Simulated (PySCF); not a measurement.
## Ti⁺: excitation energy

Ti⁺ [Ar] 3d2 4s1 (4F) → Ti⁺ [Ar] 3d1 4s2 (2D), as a difference of total energies. Computed with PySCF 2.14 in def2-QZVPPD (11s6p5d3f2g, 93 functions), with the non-relativistic Hamiltonian (point nucleus). Correlated levels: valence: [Ar] frozen; valence and next inner shell: [Ne] frozen. The calculations carry no spin-orbit coupling.

| method | excitation energy (eV) | difference from reference (eV) |
| --- | --- | --- |
| UHF | 4.082 | +0.998 |
| LDA | 4.072 | +0.988 |
| PBE | 4.198 | +1.114 |
| PBE0 | 4.181 | +1.097 |
| r2SCAN | 4.751 | +1.667 |
| BHandHLYP | 3.866 | +0.782 |
| CAM-B3LYP | 3.915 | +0.831 |
| M06 | 3.059 | -0.025 |
| wB97M-V | 3.680 | +0.596 |
| MP2 (valence) | 3.492 | +0.408 |
| SCS-MP2 (valence) | 3.175 | +0.091 |
| MP2 (valence and next inner shell) | 3.433 | +0.349 |
| SCS-MP2 (valence and next inner shell) | 3.237 | +0.153 |

Reference: 3.084 eV (measured; NIST levels, between the centres of gravity of the two terms).

These non-relativistic numbers lack the scalar-relativistic shift.

Errors of the correlated levels include the incompleteness of this basis and the frozen core.
